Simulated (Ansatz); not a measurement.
```yaml
crystal:
  periodic: [false, false, false]
  atoms:
    - {symbol: N, position_ang: [0.411050, 1.034990, 1.040931]}
    - {symbol: Al, position_ang: [-0.145505, -0.340593, 0.213954]}
    - {symbol: O, position_ang: [-0.777024, -1.726872, 0.974077]}
    - {symbol: C, position_ang: [-0.077689, -0.150939, -1.953339]}
    - {symbol: O, position_ang: [0.285762, 0.932571, -2.430851]}
    - {symbol: H, position_ang: [0.799882, 1.937584, 0.623015]}
    - {symbol: H, position_ang: [0.705628, 1.174405, 2.036989]}
    - {symbol: H, position_ang: [-0.752561, -2.050292, 1.927011]}
    - {symbol: H, position_ang: [-0.551702, -1.163316, -2.605016]}
basis:
  gaussian: {orbitals: def2-TZVPD}
hamiltonian: {xc: {name: wPBEh}}
relax: {f_tol: 0.0001, max_steps: 3}
output: {forces: true}
```

```sh
$ ansatz run in.yaml --threads 2 --pin off --events-out ev --progress --plain --max-ram 4352MiB
```

Shortened log:

```
Functional definition: wPBEh
1219 factors; their error is unknown
181 factors; integrals over basis functions are off by at most 2.0e-7 eV
mean field evaluation 1: about -13262.0870 eV, gradient 9.4e1 eV
mean field evaluation 2: about -13218.2660 eV, gradient 1.7e2 eV
mean field evaluation 4: about -13277.1038 eV, gradient 1.9e1 eV
mean field evaluation 8: about -13277.7527 eV, gradient 9.9e-2 eV
mean field evaluation 16: about -13277.7753 eV, gradient 3.6e-5 eV
mean field -13277.77532684 eV, -487.9492432621 hartree, gradient 4.9e-5 eV, S^2 0.000000; 0 other end points of the search recorded, 0 dependent functions left out
reference -13277.77538832 eV, -487.9492455214 hartree; 23, 23 occupied and 210, 210 virtual orbitals, 1219 factors
relax step   1: F+E_penalty+E_count = -13277.77532684 eV  Δ(F+E_penalty+E_count) = +0.000e0 eV  max|allowed force component| = 4.022e0 eV/Å  Δτ_max = 0.0000 Å  (34 SCF iters, accepted)
1219 factors; their error is unknown
181 factors; integrals over basis functions are off by at most 2.0e-7 eV
mean field -13278.42561290 eV, -487.9731408340 hartree, gradient 1.7e-5 eV, S^2 0.000000; 0 other end points of the search recorded, 0 dependent functions left out
reference -13278.42567397 eV, -487.9731430783 hartree; 23, 23 occupied and 210, 210 virtual orbitals, 1219 factors
relax step   2: F+E_penalty+E_count = -13278.42561290 eV  Δ(F+E_penalty+E_count) = -6.503e-1 eV  max|allowed force component| = 1.861e0 eV/Å  Δτ_max = 0.1927 Å  (42 SCF iters, accepted)
1219 factors; their error is unknown
181 factors; integrals over basis functions are off by at most 2.0e-7 eV
mean field -13278.59624675 eV, -487.9794115123 hartree, gradient 1.2e-5 eV, S^2 0.000000; 0 other end points of the search recorded, 0 dependent functions left out
reference -13278.59630770 eV, -487.9794137521 hartree; 23, 23 occupied and 210, 210 virtual orbitals, 1219 factors
relax step   3: F+E_penalty+E_count = -13278.59624675 eV  Δ(F+E_penalty+E_count) = -1.706e-1 eV  max|allowed force component| = 1.722e0 eV/Å  Δτ_max = 0.2000 Å  (41 SCF iters, accepted)
Error: geometry relaxation did not converge after 3 steps: max|allowed force component| = 1.72e0 eV/Å (threshold 1.0e-4). Raise `relax.max_steps` over both its present limit and 3, loosen `relax.f_tol`, or start from a geometry closer to equilibrium. Where this run's directory can be resumed (`checkpoint.write`), a resume goes on for up to `relax.max_steps` more
```

Q: Something in this input is off. What?

A: The relaxation is allowed too few steps for its threshold. The calculation stopped without meeting its thresholds.
